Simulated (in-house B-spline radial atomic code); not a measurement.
# Ionising Au VII (Au6+) with different functionals

Computed with an all-electron radial atomic-structure program (B-spline basis): scalar-relativistic (spin-free X2C) Hamiltonian, Fermi nucleus of rms radius 5.4371 fm, spin-polarised at highest spin, spherical fractional occupations for the functionals, the average over the highest-spin determinants for Hartree-Fock. The ionisation energy is the difference of two self-consistent energies, [Xe] 4f14 5d5 → [Xe] 4f14 5d4, without Breit or QED terms; ε is the level of the shell that loses the electron (its least bound occupied spin orbital). There is no spin-orbit coupling in this Hamiltonian.

Hybrids are left out here: with spherical fractional occupations of an open shell their exact exchange keeps a self-interaction that integer-occupation calculations don't have.

| method | rung | ΔSCF (eV) | -ε(5d) (eV) |
| --- | --- | --- | --- |
| Hartree-Fock | Hartree-Fock | 95.98 | 96.74 |
| LDA VWN5 | LDA | 96.46 | 88.21 |
| LDA PW92 | LDA | 96.45 | 88.20 |
| LDA exchange-only | LDA | 95.03 | 86.82 |
| PBE | GGA | 96.37 | 88.13 |
| PBEsol | GGA | 96.37 | 88.12 |
| BLYP | GGA | 96.00 | 87.73 |
| RPBE | GGA | 96.33 | 88.09 |
| PW91 | GGA | 96.43 | 88.19 |
| BP86 | GGA | 96.37 | 88.12 |
| AM05 | GGA | 96.34 | 88.09 |
| OLYP | GGA | 96.71 | 88.43 |
| TPSS | meta-GGA | 96.41 | 88.19 |
| SCAN | meta-GGA | 96.95 | 88.78 |
| r2SCAN | meta-GGA | 96.96 | 88.80 |
| revTPSS | meta-GGA | 96.43 | 88.19 |

**Question.** How do they compare with the NIST value?

**Answer.** NIST lists 94 eV ± 2 (tabulated theory, ground level to ground level). Errors run from +1.03 to +2.96 eV; all lie within about twice that uncertainty, so the table can't rank the methods. Hartree-Fock also lacks correlation.
